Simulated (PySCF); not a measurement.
phosphine (H3P), SMILES P. Heavy atoms are numbered as in [PH3:1]. Hydrogens are named by the atom that carries them.

The structure is a stationary point at B3LYP-D3(BJ)/def2-TZVP.

All values below come from B3LYP/pcSseg-2 in PySCF.

GIAO shieldings, no solvent; atoms alike by connectivity are averaged. δ = σ(ref) − σ: ¹H against TMS (σ = 31.68 ppm), references at their B3LYP-D3(BJ)/def2-TZVP geometries, non-relativistic.

Computed chemical shifts:
| nucleus | atoms | count | δ (ppm) |
|---|---|---|---|
| ¹H | H on P1 | 3 | 2.13 |
